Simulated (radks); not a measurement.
Species: Cu22+. Configuration: [He] 2s2 2p3. Calculated with a radial shooting solver on a logarithmic mesh with Libxc functionals: non-relativistic Kohn-Sham, PBEsol, spin-polarised, spherical densities, point nucleus; open shells are filled with parallel spins first.

Unscreened Slater integrals over Kohn-Sham orbitals (hartree). They are taken over the spin-up orbitals.

F0(2p,2p): 4.7116
F2(2p,2p): 2.2565
F0(2p,2s): 4.2783
G1(2p,2s): 2.4110
F0(2p,1s): 6.3739
G1(2p,1s): 1.1870
F0(2s,2s): 4.0071
F0(2s,1s): 5.6063
G0(2s,1s): 0.54835
F0(1s,1s): 17.781

Derived for the open shells (J is the average intra-shell exchange parameter used in DFT+U). 2p: J = F2/5 = 0.4513 hartree.
